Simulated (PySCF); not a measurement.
Sn(Cl)2(OMe)(NH2) (CH5Cl2NOSn), SMILES C[O][Sn]([NH2])([Cl])[Cl].

The structure is a stationary point at PBE-D3(BJ)/def2-SVP. The def2 effective core potentials stand for the cores of Sn; spin–orbit coupling is left out. One conformer was computed; it need not be the lowest.

All values below come from PBE-D3(BJ)/def2-SVP (PySCF 2.14.0).

Frequencies are harmonic and unscaled.

Computed normal modes with their intensities:
| mode | ν (cm⁻¹) | IR (km/mol) | moving atoms (share of kinetic energy) |
|---|---|---|---|
| 1 | 40 | 1.7 | C 38 %, H 25 %, Cl 14 %, N 11 % |
| 2 | 78 | 6.9 | Cl 53 %, H 25 % |
| 3 | 88 | 1.5 | Cl 38 %, C 29 %, H 14 % |
| 4 | 116 | 1.2 | H 63 %, Cl 16 % |
| 5 | 124 | 9.1 | H 31 %, Cl 29 %, N 17 %, Sn 17 % |
| 6 | 127 | 2.3 | N 46 %, H 28 %, Cl 14 %, Sn 9 % |
| 7 | 142 | 18.2 | H 47 %, Cl 19 %, Sn 12 %, O 10 %, N 10 % |
| 8 | 190 | 30.7 | O 41 %, H 35 %, N 16 % |
| 9 | 253 | 5.9 | C 32 %, O 31 %, H 18 %, Sn 9 % |
| 10 | 348 | 26.5 | Cl 82 %, Sn 14 % |
| 11 | 375 | 65.8 | Cl 69 %, Sn 30 % |
| 12 | 532 | 57.5 | N 58 %, O 23 %, Sn 9 % |
| 13 | 550 | 57.6 | O 49 %, N 23 %, Sn 15 %, H 8 % |
| 14 | 678 | 75.1 | H 82 %, N 15 % |
| 15 | 858 | 15.4 | H 92 % |
| 16 | 1051 | 161.9 | O 50 %, C 46 % |
| 17 | 1128 | 0.2 | H 77 %, C 18 % |
| 18 | 1140 | 4.2 | H 74 %, C 19 % |
| 19 | 1406 | 6.7 | H 92 % |
| 20 | 1410 | 9.6 | H 94 % |
| 21 | 1429 | 18.2 | H 95 % |
| 22 | 1479 | 12.4 | H 92 % |
| 23 | 2913 | 75.7 | H 97 % |
| 24 | 2987 | 30.0 | H 90 %, C 10 % |
| 25 | 3028 | 15.5 | H 91 %, C 9 % |
| 26 | 3389 | 24.3 | H 96 % |
| 27 | 3492 | 17.5 | H 92 %, N 8 % |
